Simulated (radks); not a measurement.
Question: Pm23+, 38 electrons, occupied as [Kr] 4d2 (the NIST ground configuration). All-electron calculation, Dirac Kohn-Sham, exchange-only PBE, spin-unpolarised, spherical densities, finite nucleus; open shells fill j = l - 1/2 first; Fermi nuclear charge, rms radius 4.962 fm. Program: a radial shooting solver on a logarithmic mesh with Libxc functionals.

Spin-orbit splittings of the eigenvalues, e(l+1/2) - e(l-1/2), with zeta = 2 splitting/(2l+1) and mean radii in bohr:

shell  occ.  splitting (eV)  zeta (eV)  <r> j=l-1/2  <r> j=l+1/2
2p        6           560.7      373.8      0.08240      0.08891
3p        6               ?          ?       0.2479       0.2601
3d       10           25.04      10.02       0.2311       0.2349
4p        6           31.04      20.69       0.5548       0.5748
4d        2           6.383      2.553       0.5789       0.5847
5p        0           11.94      7.961        1.012        1.039

Estimate the 3p splitting.

Answer: 114.6 eV (zeta = 76.41 eV).
